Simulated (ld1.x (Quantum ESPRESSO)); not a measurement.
# Ge (Z = 32): RRKJ pseudisation with LDA (PZ), scalar-relativistic reference atom.

* Element: Ge
* Generator: ld1.x (Quantum ESPRESSO) 7.5
* Type: norm-conserving RRKJ (Kleinman–Bylander form)
* Functional: LDA (PZ)
* Relativity: scalar-relativistic
* Frozen core: [Ar]
* Valence charge: 14
* Reference configuration: 3d10 4s2 4p2
* Partial waves: 4s (bound): rc 1.60 bohr; 4p (bound): rc 1.85 bohr; 3d (bound): rc 0.90 bohr; 4f channel at 0.4 Ry: rc 1.65 bohr
* Local potential: all-electron potential smoothed inside 0.70 bohr (lloc = -2)
* Core correction: none

Does this generation succeed?

No. ld1.x (Quantum ESPRESSO) 7.5 stopped with "compute_phi: phi has nodes before r_c": the RRKJ expansion in Bessel functions gave a pseudo-wave with a node inside its radius. Before that it printed "This function has    1 nodes for 0 < r <    1.583".
